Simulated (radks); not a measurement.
Excited configurations of Ca3+: one electron is placed in a higher orbital outside [Ne] 3s2 3p4. The ground configuration is [Ne] 3s2 3p5. Method: scalar-relativistic Kohn-Sham, SCAN, spin-polarised, spherical densities, finite nucleus; open shells are filled with parallel spins first; meta-GGA in the generalised Kohn-Sham scheme; Fermi nuclear charge, rms radius 3.4776 fm; computed with a radial shooting solver on a logarithmic mesh with Libxc functionals. Excitation = E - E(ground); binding = E(ion) - E, where the ion is the core of charge +4; n* = 4/sqrt(2 binding) in atomic units, and the quantum defect is n - n*.

| outer orbital | excitation (eV) | binding (eV) | n* | quantum defect | eigenvalue (eV) | <r> (bohr) |
|---|---|---|---|---|---|---|
| 4d | 49.137 | 18.262 | 3.453 | 0.547 | -15.925 | 3.794 |
| 4f | 53.636 | 13.762 | 3.977 | 0.023 | -11.682 | 4.298 |
| 5d | 56.408 | 10.991 | 4.450 | 0.550 | -9.778 | 6.759 |
| 5f | 58.396 | 9.003 | 4.917 | 0.083 | -7.894 | 7.511 |
| 6f | 61.089 | 6.310 | 5.874 | 0.126 | -5.602 | 11.49 |
| 7f | 62.730 | 4.669 | 6.829 | 0.171 | -4.164 | 16.22 |

Estimate the row for 3d.

Answer. excitation (eV) 27.043; binding (eV) 40.356; n* 2.323; quantum defect 0.677; eigenvalue (eV) -32.910; <r> (bohr) 1.401. The Delta-SCF ionisation energy is 67.399 eV (NIST Atomic Spectra Database: 67.273 eV, semi-empirical). Self-interaction in the functional shifts the binding energies and quantum defects, so they are the method's values and not measured ones. Open shells are spherical and high-spin; term and fine-structure splittings are not resolved.
